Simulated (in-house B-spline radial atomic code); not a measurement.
Configurations of Pm⁶⁺, with energies counted from [Kr] 4d10 (4f5/2)3 5s2 (5p1/2)2 (5p3/2)2. Method: Dirac-Hartree-Fock, average of each configuration as written, Fermi nucleus of rms radius 4.962 fm. Calculated with an all-electron radial atomic-structure program (B-spline basis). Energies include first-order Breit, QED and recoil terms.

Occupations are held fixed; configurations that lie above the ionisation limit could autoionise.

```
                                                          configuration  E - E(ref) (eV)  highest orbital  its <r> (bohr)
                               [Kr] 4d10 (4f5/2)3 5s2 (5p1/2)1 (5p3/2)3           4.5381            4f5/2          0.8198
                                        [Kr] 4d10 (4f7/2)3 5s2 (5p3/2)4           11.048            4f7/2          0.8267
                           [Kr] 4d10 (4f7/2)3 5s2 (5p1/2)1 (5p3/2)2 8s1            81.02            8s1/2           6.579
                           [Kr] 4d10 (4f7/2)3 5s2 (5p1/2)1 (5p3/2)2 9s1           87.252            9s1/2           9.169
                  [Kr] (4d3/2)4 (4d5/2)5 (4f7/2)3 5s2 (5p1/2)2 (5p3/2)3           123.99            5p3/2           1.482
[Kr] (4d3/2)3 (4d5/2)6 (4f5/2)1 (4f7/2)2 5s2 (5p1/2)2 (5p3/2)2 (8g9/2)1           215.28            8g9/2           11.97
         [Kr] (4d3/2)4 (4d5/2)5 (4f5/2)2 (4f7/2)1 5s2 (5p3/2)4 (7g7/2)1           217.06            7g7/2           8.795
```

Task: Order these further configurations by energy, lowest first.
A. [Kr] (4d3/2)3 (4d5/2)6 (4f5/2)1 (4f7/2)2 5s2 (5p1/2)2 (5p3/2)2 (9g9/2)1
B. [Kr] 4d10 (4f5/2)1 (4f7/2)1 5s2 (5p3/2)4 (7p3/2)1
C. [Kr] 4d10 (4f5/2)1 (4f7/2)2 5s2 (5p3/2)3 6s1
D. [Kr] (4d3/2)3 (4d5/2)6 (4f7/2)4 5s2 (5p3/2)4
E. [Kr] 4d10 (4f5/2)2 5s2 (5p1/2)1 (5p3/2)3 (5d3/2)1

Result: E (28.16 eV), C (52.915 eV), B (74.559 eV), D (139.11 eV), A (217.51 eV).

Task: How far above the reference does [Kr] (4d3/2)3 (4d5/2)6 (4f7/2)3 5s2 (5p1/2)1 (5p3/2)3 (6f5/2)1 lie?

Result: 202.49 eV; its least bound orbital is 6f5/2 with <r> = 4.742 bohr.

Task: How far above the reference does [Kr] (4d3/2)3 (4d5/2)6 (4f7/2)3 5s2 (5p3/2)4 9s1 lie?

Result: 217.57 eV; its least bound orbital is 9s1/2 with <r> = 9.109 bohr.

Task: How far above the reference does [Kr] 4d10 (4f5/2)2 (4f7/2)1 5s2 (5p1/2)2 (5p3/2)2 lie?

Result: 1.6375 eV; its least bound orbital is 4f7/2 with <r> = 0.8288 bohr.
